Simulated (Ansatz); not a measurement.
Ligand exchange: NaBr + C2H7NSn → NaNH2 + C2H5BrSn

Species: NaBr, singlet; C2H7NSn `C[CH2][Sn][NH2]`, singlet; NaNH2 `[NH2][Na]`, singlet; C2H5BrSn `C[CH2][Sn][Br]`, singlet. The partners trade Br for NH2: Na–Br and Sn–NH2 bonds give way to Na–NH2 and Sn–Br.

Shapes, held fixed at every level: PBE0-D4/def2-TZVP. Flexible molecules stand in one conformer, not always the lowest. Programs: Ansatz 0.2.0. The zero-point and thermal change to 298 K, harmonic and unscaled (PBE0-D4/def2-TZVP), is -5.8 kJ/mol.

```tsv
level	kind	ΔH(298 K) (kJ/mol)	less CCSD(T)/def2-TZVPP
HF/def2-SVP	Hartree–Fock	+157.2	+21.0
HF/def2-TZVPP	Hartree–Fock	+153.4	+17.2
PBE-D4/def2-TZVPP	GGA	+120.1	-16.1
r2SCAN-D4/def2-TZVPP	meta-GGA	+134.4	-1.8
BHLYP-D4/def2-TZVPP	global hybrid	+135.3	-0.9
CCSD/def2-SVP	coupled cluster or CI	+146.8	+10.6
CCSD/def2-TZVPP	coupled cluster or CI	+137.7	+1.5
CCSD(T)/def2-TZVPP	coupled cluster or CI	+136.2	0.0
```

The highest level, CCSD(T)/def2-TZVPP, gives ΔH(298 K) = +136.2 kJ/mol; the levels span +120.1 to +157.2. The column of differences is taken from that level and isn't an error. No measured value is set beside it here. For atoms past krypton def2 sets carry core potentials with scalar relativity. Relativity is left out for Br. Outer-core shells of Br, Na, Sn are correlated in most correlated rows, in sets that cover them unevenly.
